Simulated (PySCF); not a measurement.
Adding and removing an electron: SrO

r²SCAN; Sr def2-SVPD with ECP28, O def2-SVPD; scalar-relativistic core potentials (PySCF 2.14). Neutral (UKS): singlet (closed shell), Re = 1.973 Å, ωe = 682 cm⁻¹, De = 4.51 eV, HOMO -3.74 eV, LUMO -1.86 eV.

SrO⁻ (UKS): doublet (σ ↑), Re = 2.041 Å, ωe = 596 cm⁻¹, De = 3.65 eV to Sr + O⁻. The energies at the minima are -105.81507 hartree for SrO and -105.84063 for SrO⁻.

Q: Work out the adiabatic electron affinity, without and with harmonic zero-point energies (1 hartree = 27.2114 eV, 1 eV = 8065.5 cm⁻¹), and the change of the bond length.

A: At r²SCAN: 0.02556 hartree = 0.696 eV between the minima; the zero-point term (682.0 − 596.0)/2 cm⁻¹ = +0.005 eV makes it 0.701 eV. Re changes by +6.8 pm against the neutral. The electron enters a σ orbital; in so polar a molecule the change of length follows mostly from the change of the ionic charges.

Spin–orbit coupling is left out. For an ion De counts to the pair picked by the measured ionisation energies or electron affinities, which need not be the lowest pair at this level. The highest Kohn–Sham level is positive in this anion. Much of that is self-interaction error, but it also means that the finite basis helps to hold the extra electron. States were picked by a PBE0 search and need not be the measured ground states.
